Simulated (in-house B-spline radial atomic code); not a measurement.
Functionals against successive ionisation energies: Dy to Dy³⁺

Ionisation energies as differences of self-consistent total energies from a B-spline radial code for spherical atoms: all electrons, radial basis limit, scalar-relativistic (one-electron X2C), spin-polarised at highest spin, spherical densities; exact exchange is averaged over the determinants of each configuration. No spin-orbit coupling, Breit or QED terms. NIST's values run from ground level to ground level, so in open shells the differences also hold multiplet and fine-structure energies that spherical high-spin averages miss. Columns give computed minus NIST, in eV; a star marks a semi-empirical value. Species are left out where the tabulated value is theory, is uncertain by more than 0.12 eV, or (13 ions, such as In⁴⁺, Te⁴⁺ and Bi⁴⁺) lies off its series for all methods alike, which flatters the means a little.

| species | shell | NIST (eV) | LDA VWN5 | PBEsol | RPBE | TPSSh | BHandHLYP |
| --- | --- | --- | --- | --- | --- | --- | --- |
| Dy | 6s | 5.94 | +0.23 | -0.01 | -0.03 | -0.17 | -0.17 |
| Dy⁺ | 6s | 11.65 ± 0.02* | +0.46 | +0.19 | +0.16 | -0.13 | -0.06 |
| Dy²⁺ | 4f | 22.89 ± 0.03* | +1.15 | +0.79 | +0.64 | -0.06 | -1.68 |
| Dy³⁺ | 4f | 41.23 ± 0.08* | +1.20 | +0.80 | +0.63 | -0.05 | -1.39 |

(1) How do the methods rank, and which species is hardest?

Answers

(1) Mean absolute (signed) differences: TPSSh 0.10 (-0.10) eV; RPBE 0.37 (+0.35) eV; PBEsol 0.45 (+0.44) eV; LDA VWN5 0.76 (+0.76) eV; BHandHLYP 0.83 (-0.83) eV. For Dy²⁺, which loses a 4f electron, the nearest method is off by -0.06 eV, the largest such miss.
